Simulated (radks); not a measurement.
The bromine anion Br-, [Kr], held by a Watson sphere: a shell of charge +1 at radius R that stands for the Madelung well of a crystal (potential energy -1/R inside, -1/r outside, in hartree with lengths in bohr). All-electron calculation, scalar-relativistic Kohn-Sham, LDA (Slater exchange, Perdew-Wang correlation), spin-polarised, spherical densities, finite nucleus; Fermi nuclear charge, rms radius of each element as measured or else 0.836 A^(1/3) + 0.57 fm. Program: a radial shooting solver on a logarithmic mesh with Libxc functionals. Response by self-consistent Sternheimer equations with the Hartree and adiabatic LDA kernel, the relativistic mass of each level held fixed and spin-orbit coupling left out. The sphere does not respond.

R (bohr)  e(3d) (eV)  e(4s) (eV)  e(4p) (eV)  <r> 4p (bohr)  sum of <r^2> (bohr^2)  X-ray form factor at sin(theta)/lambda = 0.1 1/angstrom  alpha (bohr^3)
2.11         -65.973     -20.693      -8.609          2.108                  45.47                                                   33.120           23.61
2.75         -65.328     -19.621      -7.793          2.184                  48.14                                                   32.999           28.72
2.8          -65.280     -19.545      -7.726          2.189                  48.32                                                   32.991           29.15
3.63         -64.453     -18.405      -6.652          2.252                  50.80                                                   32.896           36.44
3.94         -64.145     -18.039      -6.287          2.268                  51.48                                                   32.873           39.07
4.72         -63.423     -17.237      -5.479          2.296                  52.73                                                   32.836           45.03
4.82         -63.337     -17.145      -5.387          2.298                  52.86                                                   32.833           45.72
4.9          -63.270     -17.074      -5.314          2.300                  52.95                                                   32.831           46.25
